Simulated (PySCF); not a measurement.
Numbering as in the mapped SMILES `[CH3:1][S:2][SiH2:3][NH2:4]`; H(Xn) means a hydrogen on atom n.

Geometry: PBE0-D3(BJ)/def2-SVP; GIAO absolute shieldings from PySCF 2.14, gas phase, non-relativistic, averaged over equivalent atoms.

At KT2/pcSseg-2 (256 basis functions, 29 s wall time on 1 thread of an Arm Neoverse V2, shared host):
| atoms | σ (ppm) |
| --- | --- |
| C1 | 169.8 |
| S2 | 654.4 |
| Si3 | 367.1 |
| N4 | 239.9 |
| H(Si3) | 25.68 |
| H(C1) | 29.17 |
| H(N4) | 30.46 |

Question: Predict the values at BLYP/pcSseg-2 on the same geometry.

Answer: 
| atoms | σ at BLYP/pcSseg-2 | change |
| --- | --- | --- |
| C1 | 161.6 | -8.2 |
| S2 | 608.5 | -45.9 |
| Si3 | 329.3 | -37.8 |
| N4 | 234.6 | -5.3 |
| H(Si3) | 25.96 | +0.28 |
| H(C1) | 29.35 | +0.18 |
| H(N4) | 30.69 | +0.23 |

The largest change is at S2 (sulfur bonded to C, Si). Cost: 256 basis functions, 28 s wall time on 1 thread of an Arm Neoverse V2, shared host.
